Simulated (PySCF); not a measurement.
I²⁺ (iodine, charge +2): UHF calculation

Configuration: [Kr] 4d10 5s1 5p4, high-spin 4P determinant (an excited configuration). Calculation: PySCF 2.14, in aug-cc-pwCVTZ-DK3 with one added diffuse shell each of s, p, d, f type (11s10p8d5f1g, 125 functions); the spin-free X2C one-electron Hamiltonian (Gaussian nucleus).

| Quantity | Value |
| --- | --- |
| Total energy | -7111.009624 hartree |
| One-electron energy | -9709.9146 hartree |
| Hartree (Coulomb) energy | 2778.7441 hartree |
| Exchange energy | -179.8391 hartree |
| ⟨S²⟩ | 3.7587 |
| ⟨L²⟩ | 2.022 |
| Sum of ⟨r⟩ | 32.38 bohr |
| Sum of ⟨r²⟩ | 43.27 bohr² |
| Traceless quadrupole moment −½Σ⟨3z² − r²⟩ along its main axis | -2.02 e·bohr² |
| Langevin diamagnetic susceptibility | -34.3 ×10⁻⁶ cm³/mol |

| shell | electrons | mean orbital energy (eV) | spread (eV) | rms radius, mean of both spins (bohr) |
| --- | --- | --- | --- | --- |
| 1s α | 1 | -33351.2 | 0 | 0.0312 |
| 1s β | 1 | -33350.8 | 0 | 0.0312 |
| 2s α | 1 | -5271.3 | 0 | 0.127 |
| 2s β | 1 | -5271.0 | 0 | 0.127 |
| 2p α | 3 | -4730.3 | 0.105 | 0.113 |
| 2p β | 3 | -4730.1 | 0.058 | 0.113 |
| 3s α | 1 | -1124.2 | 0 | 0.334 |
| 3s β | 1 | -1123.7 | 0 | 0.334 |
| 3p α | 3 | -944.14 | 0.239 | 0.335 |
| 3p β | 3 | -943.73 | 0.025 | 0.335 |
| 3d α | 5 | -673.07 | 0.203 | 0.313 |
| 3d β | 5 | -672.90 | 0.127 | 0.313 |
| 4s α | 1 | -233.14 | 0 | 0.787 |
| 4s β | 1 | -231.92 | 0 | 0.787 |
| 4p α | 3 | -173.99 | 0.552 | 0.844 |
| 4p β | 3 | -173.13 | 0.056 | 0.844 |
| 4d α | 5 | -84.530 | 0.615 | 0.987 |
| 4d β | 5 | -83.826 | 0.299 | 0.987 |
| 5s α | 1 | -46.347 | 0 | 2.01 |
| 5p α | 3 | -31.102 | 1.561 | 2.35 |
| 5p β | 1 | -25.909 | 0 | 2.35 |

Densities and radii are taken from the X2C orbitals without a picture-change correction, which distorts them close to the nucleus.

Spin-orbit constants ζ (cm⁻¹) from the X2C one-electron operator on these orbitals: bare nucleus, nucleus screened by l(l+1)(2l+1)/3 electrons, and screened by the Breit-Pauli mean field of the electrons.

| shell | bare | screened nucleus | mean field |
| --- | --- | --- | --- |
| 2p | 1592000 | 1532000 | n/a |
| 3p | 303500 | 292100 | n/a |
| 3d | 46150 | 37440 | n/a |
| 4p | 56630 | 54490 | n/a |
| 4d | 6488 | 5264 | n/a |
| 5p | 6621 | 6372 | n/a |

To first order the Landé constant is A = -2124 cm⁻¹, so the lowest level has J = 5/2 and lies 0.395 eV below the centre of the term. This holds in LS coupling only.
